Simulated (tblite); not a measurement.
Species: C3H10N2O3Si2.
Cartesian coordinates in Å at the GFN2-xTB level; atoms count from 1:
```xyz
20
C3H10N2O3Si2 angstrom
N      0.3901    1.4930    1.1089
Si    -0.0316    1.1354   -0.5266
N     -1.7204    0.7025   -0.4508
Si    -2.3086   -0.8082    0.1309
C     -0.6976   -1.8060    0.3111
O      0.0274   -1.6933   -0.9233
C      0.7519   -0.5423   -1.0859
O      2.0552   -0.7436   -0.4473
C      2.7883    0.3129   -0.3471
O      2.4811    1.4293   -0.6904
H     -0.3325    1.8960    1.6854
H      1.2735    1.9380    1.2990
H      0.0699    2.1307   -1.5898
H     -2.3869    1.4266   -0.6521
H     -3.1728   -1.4156   -0.8834
H     -2.9853   -0.6886    1.4311
H     -0.8725   -2.8746    0.4337
H     -0.0708   -1.4738    1.1418
H      0.9699   -0.4822   -2.1591
H      3.7669    0.0745    0.1022
```

Calculated harmonic vibrations of the isolated species, GFN2-xTB (tblite), most abundant isotopes, no scaling. Errors from tens to a few hundred cm⁻¹ against measured bands are possible. Modes of hydrogen on silicon can be 10 to 20 % off. One conformer, not necessarily the lowest.

Harmonic wavenumbers (cm⁻¹): 63.3, 70.2, 114.4, 138.6, 163.9, 194.1, 235.8, 265.3, 284.8, 310.8, 327.2, 363.5, 377.2, 412.4, 514.4, 536.2, 557.1, 574.6, 629.1, 638.5, 687.0, 695.9, 740.6, 749.4, 766.9, 778.8, 808.7, 859.5, 867.4, 899.4, 933.0, 958.9, 980.4, 1146.0, 1171.7, 1188.4, 1242.1, 1260.2, 1269.9, 1318.6, 1347.9, 1458.1, 1502.1, 1729.4, 2185.0, 2244.4, 2287.5, 2833.5, 2905.5, 2938.6, 2986.8, 3462.3, 3503.0, 3505.6.

A = 1781, B = 829.7, C = 659.4 MHz; mass 178.023 u (most abundant isotopes); point group C1, symmetry number 1.

**Question.** What is the zero-point energy?

**Answer.** Half the sum of the wavenumbers: 30492 cm⁻¹ = 364.77 kJ/mol.

**Question.** What is S at 298.15 K and 1 bar for an ideal gas of classical rigid rotors and harmonic oscillators?

**Answer.** Translation 173.48, rotation 126.27, vibration 149.86: S = 449.6 J/(mol K).

**Question.** And Cp and H(298.15 K) − H(0)?

**Answer.** Cp = 204.04 J/(mol K), of which vibrations give 170.79 (their classical limit is 54 R = 449.0); H(298.15 K) − H(0) = 34.89 kJ/mol without the zero-point energy, 24.97 from vibrations.

**Question.** Which modes carry the vibrational entropy at 298.15 K?

**Answer.** 63.3 cm⁻¹: 18.21; 70.2 cm⁻¹: 17.35; 114.4 cm⁻¹: 13.36; 138.6 cm⁻¹: 11.81; 163.9 cm⁻¹: 10.48; 194.1 cm⁻¹: 9.16 J/(mol K); the other 48 give 69.49 together.

**Question.** What must be added to the electronic energy to get the Gibbs energy at 298.15 K and 1 bar?

**Answer.** ZPE + [H(298.15 K) − H(0)] − T·S = 364.77 + 34.89 − 134.05 = 265.61 kJ/mol.

Hindered rotation and anharmonicity are outside this model. Other conformers, if any are populated, would add a mixing term that is left out. The structure is chiral; the term R ln 2 for an equal mix with its mirror image is left out.
